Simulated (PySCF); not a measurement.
# Telling isomers of C6H13N3Si apart by NMR

Non-relativistic Hamiltonian, single conformer, in vacuum, averaged over atoms made equivalent by symmetry, fast rotation or ring inversion. GIAO PBE0/pcSseg-1 shieldings; geometry from GFN2-xTB; PySCF 2.14.0 with density-fitted response routines.

Scale: ¹H, ¹³C vs TMS (reference shieldings calculated alike). Where no couplings were computed, multiplicities follow the n + 1 count of equivalent neighbours, and m marks all less simple cases (inequivalent or close neighbours, rings, F or P nearby). Shifts are as computed. Against solution values, carbons near 30 ppm lie about +3 ppm off and those near 130 ppm about +5 ppm. Of 1211 compounds with measured shifts, 218 miss one by over three times the rms of a fit or turn the order of signals round; such compounds aren't used in these exercises.

(1) Tabulate the signals of `Cc1ncnn1[Si](C)(C)C`, `Cc1nn([SiH](C)C)nc1C` and their relative energies.

(2) What is the quickest way to tell Cc1ncnn1[Si](C)(C)C from Cc1nn([SiH](C)C)nc1C?

Results:

(1) 
```json
{"SMILES": "Cc1ncnn1[Si](C)(C)C", "carbon types": "1×C 1×CH 4×CH3", "δC": "162.4, 156.9, 15.9, 0.4", "δH": "7.80 (s, 1H), 2.58 (s, 3H), 0.46 (s, 9H)", "E rel. (kcal/mol)": "0.0"}
{"SMILES": "Cc1nn([SiH](C)C)nc1C", "carbon types": "2×C 4×CH3", "δC": "149.3, 12.8, -0.8", "δH": "5.54 (sept, 1H), 2.44 (s, 6H), 0.40 (d, 6H)", "E rel. (kcal/mol)": "19.1"}
```

Energies are electronic energies at PBE0/pcSseg-1 on these geometries, without zero-point or thermal terms, each for the one conformer computed, which needn't be the lowest.

(2) Count the carbon signals: 4 against 3. The first has an aromatic CH between two ring heteroatoms at 156.9 ppm, the second a substituted aromatic carbon next to a ring nitrogen (C) at 149.3 ppm. Their most deshielded carbons lie at 162.4 and 149.3 ppm. In the proton spectra the most deshielded non-exchanging signals are 7.80 (s, 1H) and 5.54 (sept, 1H).
